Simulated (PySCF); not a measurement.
# NMR data sheet: C2H8O3Si2

```
Formula                               : C2H8O3Si2
SMILES                                : COC(=O)[SiH2]O[SiH3]
InChI                                 : InChI=1S/C2H8O3Si2/c1-4-2(3)7-5-6/h7H2,1,6H3
Point group of the computed structure : C1
Degrees of unsaturation               : 1
Carbon signals                        : 2
Proton signals                        : 3
```

Molfile (atoms numbered from 1):
```
C2H8O3Si2
     RDKit          3D

 15 14  0  0  0  0  0  0  0  0999 V2000
   -3.0147   -0.4339   -0.1397 C   0  0  0  0  0  0  0  0  0  0  0  0
   -1.9201    0.4049   -0.5026 O   0  0  0  0  0  0  0  0  0  0  0  0
   -0.6966    0.0277   -0.1151 C   0  0  0  0  0  0  0  0  0  0  0  0
   -0.4842   -0.9824    0.5143 O   0  0  0  0  0  0  0  0  0  0  0  0
    0.6637    1.2571   -0.6765 Si  0  0  0  0  0  4  0  0  0  0  0  0
    2.0488    0.6688   -0.1105 O   0  0  0  0  0  0  0  0  0  0  0  0
    2.8521   -0.5113    0.6955 Si  0  0  0  0  0  4  0  0  0  0  0  0
   -3.3450   -0.1936    0.8727 H   0  0  0  0  0  0  0  0  0  0  0  0
   -2.7097   -1.4812   -0.1768 H   0  0  0  0  0  0  0  0  0  0  0  0
   -3.8112   -0.2361   -0.8529 H   0  0  0  0  0  0  0  0  0  0  0  0
    0.7317    1.2780   -2.1338 H   0  0  0  0  0  0  0  0  0  0  0  0
    0.4358    2.5575   -0.0560 H   0  0  0  0  0  0  0  0  0  0  0  0
    4.2088    0.0341    0.7238 H   0  0  0  0  0  0  0  0  0  0  0  0
    2.7587   -1.7355   -0.0923 H   0  0  0  0  0  0  0  0  0  0  0  0
    2.2772   -0.6462    2.0279 H   0  0  0  0  0  0  0  0  0  0  0  0
  1  2  1  0
  2  3  1  0
  3  4  2  0
  3  5  1  0
  5  6  1  0
  6  7  1  0
  1  8  1  0
  1  9  1  0
  1 10  1  0
  5 11  1  0
  5 12  1  0
  7 13  1  0
  7 14  1  0
  7 15  1  0
M  END
```

[PySCF 2.14: GIAO PBE0/pcSseg-1 shieldings; GFN2-xTB structure; a single conformation; one averaged value for each set of equivalent atoms; in vacuum; relativity neglected]

Scale: $^{1}$H (σ = 31.72 ppm), $^{13}$C (σ = 186.93 ppm), $^{29}$Si (σ = 349.16 ppm) against TMS; $^{17}$O (σ = 336.08 ppm) against H2O (reference shieldings calculated alike).

| carbon | δC, type | δH (multiplicity) | HMBC from (2–3 bonds) | span of the C tensor (ppm) |
| --- | --- | --- | --- | --- |
| C1 | 51.0, CH3 | 4.05 (s) | – | 79 |
| C3 | 190.3, C | – | H11/H12, H8/H9/H10 | 178 |

Other nuclei:
| atoms | nucleus | environment | δ (ppm) | σ (ppm) |
| --- | --- | --- | --- | --- |
| H13/H14/H15 | $^{1}$H | hydrogen on a silicon bonded to O | 5.20 | 26.51 |
| H11/H12 | $^{1}$H | hydrogen on a silicon bonded to C, O | 5.00 | 26.72 |
| Si7 | $^{29}$Si | silicon bonded to O, 3 H | -36.8 | 386.0 |
| Si5 | $^{29}$Si | silicon bonded to C, O, 2 H | -53.5 | 402.7 |
| O4 | $^{17}$O | ester carbonyl oxygen | 502.3 | -166.2 |
| O2 | $^{17}$O | ester alkoxy oxygen | 211.9 | 124.2 |
| O6 | $^{17}$O | oxygen bonded to 2 Si | 0.0 | 336.1 |

- Carbon types of the structure: 1 × C, 1 × CH3, leaving 5 H on heteroatoms.
- δC 190.3: carbonyl carbon.
- δC 51.0: methyl carbon bonded to O; pulled downfield by the heteroatom.
- δH 5.20: hydrogen on a silicon bonded to O.
- δH 5.00: hydrogen on a silicon bonded to C, O.
- δH 4.05: hydrogen on a methyl carbon bonded to O; its carbon carries O, which withdraws density.

Shifts are as computed. Against solution values, carbons near 30 ppm lie about +3 ppm off and those near 130 ppm about +5 ppm. Of 1211 compounds with measured shifts, 218 miss one by over three times the rms of a fit or turn the order of signals round; such compounds aren't used in these exercises. Unscaled 17O shifts of doubly bonded oxygen tend to come out too high, by tens of ppm or more. Experimental scales use liquid or dissolved standards, which lie at an offset from isolated H2O (liquid H2O: subtract about 36 ppm). Multiplicities follow the n + 1 count of equivalent neighbours, as no J values were calculated; m marks all less simple cases, F and P coupling included.
